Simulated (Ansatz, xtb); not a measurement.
**CH4FNSi: which of two isomers lies lower**

Structure a: `C=N[SiH2]F`, a singlet. Structure b: `[H]/N=[Si](\C)F`, a singlet. Both are isolated molecules in the gas phase, relaxed with PBE0-D3(BJ)/pcseg-1; the shapes shown needn't be the lowest conformers.

a (Å):

```xyz
8

C    -0.9706   -0.7115   -1.8358
F     1.8759    0.3811   -0.8740
N    -0.7126    0.5201   -1.9311
Si    0.7284    1.3705   -1.4921
H    -1.9486   -1.0929   -2.1652
H    -0.2704   -1.4647   -1.4347
H     1.2810    1.9934   -2.7187
H     0.3728    2.3595   -0.4465
```

b (Å):

```yaml
atoms:
  - { symbol: C, position_ang: [0.0718, -0.4798, -2.2775] }
  - { symbol: F, position_ang: [1.2248, 0.3130, 0.0971] }
  - { symbol: N, position_ang: [-0.4120, 2.3149, -0.7867] }
  - { symbol: Si, position_ang: [0.1943, 0.8715, -1.0177] }
  - { symbol: H, position_ang: [-0.2863, -1.3984, -1.7966] }
  - { symbol: H, position_ang: [-0.6072, -0.2078, -3.0911] }
  - { symbol: H, position_ang: [1.0669, -0.6892, -2.6888] }
  - { symbol: H, position_ang: [-1.0655, 2.7623, -1.4195] }
```

Energies in hartree; the thermal terms are from PBE0-D3(BJ)/pcseg-1 harmonic frequencies (ideal gas, rigid rotor, one conformer each, 298.15 K, 1 atm) and include the zero-point energy:

```
                               a           b
E, CCSD(T)/def2-TZVP  −483.948465  −483.944402
   zero-point energy     0.051190     0.053849
        H(298 K) − E     0.057341     0.060489
        G(298 K) − E     0.022898     0.025245
```

Q: Work out ΔE, ΔE₀, ΔH and ΔG for a → b in kJ/mol (1 Eh = 2625.50 kJ/mol) and the equilibrium ratio [b]/[a].

A: 1. ΔE = −483.944402 − (−483.948465) = +0.004063 Eh = +10.67 kJ/mol.
2. ΔE₀ = ΔE + ΔZPE = +0.004063 + (+0.002659) Eh = +17.65 kJ/mol.
3. ΔH = ΔE + (+0.003148) Eh = +18.93 kJ/mol.
4. ΔG = ΔE + (+0.002347) Eh = +16.83 kJ/mol, so ΔS = (ΔH − ΔG)/T = +7.1 J/(mol K).
5. kT = 0.9442 mEh, so K = [b]/[a] = exp(−ΔG/kT) = exp(−6.79) ≈ 0.0011.

Structure a is favoured at this temperature. An error of 4 kJ/mol in ΔG would change K by a factor of 5. MP2/def2-TZVP gave ΔE the other sign. Mirror images and further conformers aren't counted.

As drawn, b has 1 N–H, 1 N=Si, 1 C–Si, 1 C–H in place of 1 C=N, 1 N–Si, 2 Si–H.

Other levels gave ΔE = +9.9 (GFN2-xTB); +109.4 (HF/STO-3G, GFN2-xTB geometries); +8.4 (r2SCAN-D4/def2-SVP, GFN2-xTB geometries); +12.2 (PBE0-D3(BJ)/pcseg-1); +52.8 (HF/def2-TZVP); −2.7 (MP2/def2-TZVP) kJ/mol. The correlated steps freeze 8 core orbitals. Programs: Ansatz 0.2.0, xtb 6.7.1.
